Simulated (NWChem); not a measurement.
Molecule: SiI$_{4}$; SMILES I[Si](I)(I)I

Results from NWChem. All runs use the structure optimised with PBE-D3(BJ)/def2-SVP. No frequency run checked for a minimum. def2 effective core potentials on I; no spin-orbit coupling.

Estimate the computed values for BP86/def2-SVP. Quantities: highest occupied level (eV); orbital gap (eV).

The highest occupied level (eV) is -6.65 and the orbital gap (eV) is 2.94.
